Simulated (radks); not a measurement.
Problem. Species: Ce+. Configuration: [Xe] 4f1 6p2 (not the ground configuration). Calculated with a radial shooting solver on a logarithmic mesh with Libxc functionals: Dirac Kohn-Sham, BLYP, spin-unpolarised, spherical densities, point nucleus; open shells fill j = l - 1/2 first.

Spin-orbit splittings of the eigenvalues, e(l+1/2) - e(l-1/2), with zeta = 2 splitting/(2l+1) and mean radii in bohr:

shell  occ.  splitting (eV)  zeta (eV)  <r> j=l-1/2  <r> j=l+1/2
2p        6           446.8      297.9      0.08794      0.09414
3p        6           87.78      58.52       0.2681       0.2803
3d       10           18.85      7.541       0.2514       0.2552
4p        6           18.89      12.59       0.6561       0.6835
4d       10           3.307      1.323       0.7389       0.7487
4f        1          0.3381    0.09659        1.072        1.082
5p        6           2.848      1.899        1.682        1.759
5d        0          0.2684     0.1074        2.520        2.560
6p        2               ?          ?        4.500        4.673

Estimate the 6p splitting.

Solution. 0.3666 eV (zeta = 0.2444 eV).
